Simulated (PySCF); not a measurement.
# Eu (europium, neutral) across methods

[Xe] 4f7 6s2, high-spin 8S determinant. Computed with PySCF 2.14 in x2c-TZVPPall (11s7p7d4f2g, 113 functions), with the spin-free X2C one-electron Hamiltonian (Gaussian nucleus).

```tsv
method	E (hartree)	mean ε 4f α (eV)	mean ε 6s α (eV)	mean ε 6s β (eV)	Σ⟨r²⟩ (bohr²)	⟨S²⟩
PBE0	-10843.28	-6.559	-4.175	-3.946	83.81	15.758
UHF	-10839.61018	-14.458	-5.014	-4.804	88.64	15.762
LDA	-10835.44	-3.985	-3.817	-3.570	81.78	15.757
r2SCAN	-10843.64	-4.206	-3.796	-3.453	84.77	15.767
PBE	-10843.35	-3.822	-3.673	-3.426	83.03	15.758
```

Spin-orbit coupling, which splits the p, d and f shells strongly at this Z, is absent.
